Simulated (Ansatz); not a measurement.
Geometry optimisation, RHF/def2-SVP (Ansatz).

The input (input.yaml):

```yaml
crystal:
  periodic: [false, false, false]
  atoms:
    - { symbol: Ta, position_ang: [-0.49696, -0.448407, -0.141286] }
    - { symbol: F, position_ang: [2.528973, 0.337759, -0.225042] }
    - { symbol: O, position_ang: [-0.195405, -0.701896, 1.672795] }
    - { symbol: H, position_ang: [0.164699, -1.020182, 2.48311] }
    - { symbol: Cl, position_ang: [-0.275078, -0.42837, -2.493895] }
    - { symbol: F, position_ang: [-0.43497, 1.40724, -0.056791] }
    - { symbol: Cl, position_ang: [-2.548556, -1.518789, -0.161263] }
    - { symbol: H, position_ang: [0.928319, -1.502133, -0.318608] }
    - { symbol: H, position_ang: [2.494378, -0.511122, -0.55012] }
basis:
  gaussian: { orbitals: def2-SVP }
hamiltonian:
  xc: hf
relax:
  f_tol: 0.03
  max_steps: 50
```

Run as:

```bash
$ ansatz run input.yaml --threads 2 --pin off --max-ram 3072MiB --backend cpu --events-out ev --progress --plain --runs-dir out
```

Task: Where does it end, and by what steps?

Result: The run converged. After 33 steps the energy has fallen by 0.263 eV; H9 moved furthest, 1.32 Å. Joined: Ta1–F2 (3.13 → 2.55 Å).

| step | energy less start (eV) | largest force component (eV/Å) | accepted |
| --- | --- | --- | --- |
| 0 | 0.0000 | 0.671 | yes |
| 2 | 0.0802 | 2.853 | no |
| 4 | -0.0970 | 1.265 | yes |
| 6 | -0.1435 | 0.190 | yes |
| 8 | -0.1540 | 0.133 | yes |
| 10 | -0.1664 | 0.169 | yes |
| 12 | -0.1755 | 0.142 | yes |
| 14 | -0.1799 | 0.067 | yes |
| 16 | -0.1849 | 0.500 | yes |
| 18 | -0.1896 | 0.082 | yes |
| 20 | -0.1941 | 0.499 | yes |
| 22 | -0.2191 | 0.235 | yes |
| 24 | -0.1429 | 3.083 | no |
| 26 | -0.2532 | 0.137 | yes |
| 28 | -0.2592 | 0.188 | yes |
| 30 | -0.2625 | 0.043 | yes |
| 32 | -0.2626 | 0.042 | yes |
| 33 | -0.2629 | 0.011 | yes |

```xyz
9
Properties=species:S:1:pos:R:3
Ta -0.348 -0.598 -0.181
F 2.165 -0.138 -0.210
O -0.082 -0.697 1.657
H 0.242 -0.999 2.489
Cl -0.130 -0.779 -2.534
F 0.123 1.244 -0.283
Cl -2.595 -1.125 -0.138
H 0.580 -2.054 -0.239
H 2.210 0.761 -0.353
```

Whether the end is a true minimum wasn't checked by a vibrational analysis.

Time of the run: 75 s on 2 threads of Arm Neoverse V2, with other jobs on the host, peak memory 0.3 GiB.
